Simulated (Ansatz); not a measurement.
The same silylene extrusion along the group F, Cl, Br.

Calculated with Ansatz (gas phase, PBE0-D4/def2-TZVP geometries, no zero-point term in ΔE). CCSD(T)/CBS adds triple-zeta CCSD(T) − MP2 to the extrapolated MP2 energy (def2 sets, frozen cores). Small cases extrapolate CCSD(T) itself. DFT in def2-TZVPP. For Br outer-core shells are correlated without core-valence functions, which leaves a few kJ/mol of doubt a bond. Scalar relativity is left out up to krypton. One conformer a species, not always the lowest.

| reaction | CCSD(T)/CBS(def2) (kJ/mol) |
| --- | --- |
| `N[SiH](O)F` → H–F + `N[Si]O` | 299 |
| `N[SiH](O)Cl` → HCl + `N[Si]O` | ? |
| `N[SiH](O)Br` → HBr + `N[Si]O` | 243 |

(1) Fill in the missing values. (Best estimate.)

Largest T1 diagnostic: 0.014, for `N[Si]O`.

Extrapolated directly: `N[SiH](O)F` → H–F + `N[Si]O`.

Results:

(1) Ansatz gave: `N[SiH](O)Cl` → HCl + `N[Si]O`: +247.6 kJ/mol.
